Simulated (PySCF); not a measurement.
# Deuteron quadrupole couplings in `C[SiH2][C@H]([SiH3])[SiH2]C(C)C`

C5H18Si3.
SMILES with atom numbers: `[CH3:1][SiH2:2][C@H:3]([SiH3:4])[SiH2:5][CH:6]([CH3:7])[CH3:8]` (hydrogens: H9, H10, H11 on C1; H12, H13 on Si2; H14 on C3; H15, H16, H17 on Si4; H18, H19 on Si5; H20 on C6; H21, H22, H23 on C7; H24, H25, H26 on C8)

Geometry (GFN2-xTB, Å), atoms numbered from 1 in this order:
```xyz
26
C5H18Si3 angstrom
C      2.9161    1.3604   -1.7718
Si     2.8086   -0.0223   -0.4781
C      1.1010   -0.0131    0.3665
Si     1.0229   -1.2481    1.8116
Si    -0.3053   -0.2438   -0.8945
C     -2.0185   -0.3344   -0.0588
C     -3.1095   -0.5612   -1.1003
C     -2.3234    0.9209    0.7535
H      2.2202    1.1867   -2.5865
H      3.9133    1.4228   -2.1957
H      2.6836    2.3295   -1.3403
H      3.8624    0.1933    0.5274
H      3.0422   -1.3189   -1.1273
H      0.9764    0.9826    0.8025
H     -0.1860   -1.0339    2.6156
H      1.0272   -2.6217    1.3056
H      2.1773   -1.0575    2.6954
H     -0.0988   -1.4836   -1.6586
H     -0.3367    0.8855   -1.8409
H     -2.0316   -1.1875    0.6278
H     -4.0882   -0.6435   -0.6281
H     -2.9230   -1.4735   -1.6621
H     -3.1422    0.2682   -1.8039
H     -1.5944    1.0544    1.5500
H     -2.3023    1.8034    0.1163
H     -3.3123    0.8583    1.2079
```

Level: PBE0/pcSseg-1 (PySCF, non-relativistic); Q(2H) = 0.00286 b; rigid geometry, the same for H and D, with no vibrational averaging.

Question: Rank these positions by the coupling χzz of a deuteron there, largest first.
A. H16 (Si–H hydrogen)
B. H9 (methyl hydrogen)
C. H19 (Si–H hydrogen)
D. H20 (methine hydrogen)
E. H14 (methine hydrogen)
F. H26 (methyl hydrogen)

Answer: B (219 kHz), E (213 kHz), F (209 kHz), D (203 kHz), A (110 kHz), C (105 kHz).

Q: What are Vzz, η and χzz (234.96 MHz × Q × Vzz) at all hydrogens?

A: 
```
atom  bonded to  bond length (Å)  Vzz (au)     η  χzz (kHz)
  H9         C1            1.085    0.3255  0.01        219
 H10         C1            1.085    0.3271  0.01        220
 H11         C1            1.086    0.3259  0.01        219
 H12        Si2            1.472    0.1564  0.02        105
 H13        Si2            1.469    0.1597  0.02        107
 H14         C3            1.094    0.3173  0.01        213
 H15        Si4            1.468    0.1606  0.02        108
 H16        Si4            1.464    0.1632  0.02        110
 H17        Si4            1.466    0.1608  0.02        108
 H18        Si5            1.471    0.1585  0.02        106
 H19        Si5            1.474    0.1568  0.02        105
 H20         C6            1.095    0.3020  0.02        203
 H21         C7            1.090    0.3122  0.02        210
 H22         C7            1.088    0.3152  0.02        212
 H23         C7            1.088    0.3134  0.02        211
 H24         C8            1.088    0.3155  0.02        212
 H25         C8            1.089    0.3127  0.02        210
 H26         C8            1.090    0.3114  0.02        209
```

Q: Average by the element that carries the hydrogen.

A: on C: 212 kHz over 11 positions, mean bond length 1.089 Å; on Si: 107 kHz over 7 positions, mean bond length 1.469 Å.

Q: How does χzz go with the bond length over the 11 C–H bonds?

A: A straight-line fit has a slope of -12.0 kHz for each 0.01 Å, with a correlation coefficient of -0.77, over lengths from 1.085 to 1.095 Å.

Q: A static deuteron (I = 1) shows a doublet split by (3/2)χ, (3/4)χ(1 + η) and (3/4)χ(1 − η) with the field along z, y and x of the gradient. What are these for H21?

A: With |χ| = 209.8 kHz and η = 0.020: 315, 160 and 154 kHz, to first order and without motion.

Isolated species at its GFN2-xTB geometry (one conformer only). GFN2-xTB bond lengths can be off by several hundredths of an ångström, more for odd bonds, and the gradients follow them. A larger basis could move these couplings by a tenth or more.

These values come from a run that also computed NMR shieldings. Hardware: Intel Xeon at 2.50 GHz, one thread, shared host. Cost: 4.0 min of wall time (with the writing of density and orbital grids), 1.2 GiB resident at most.
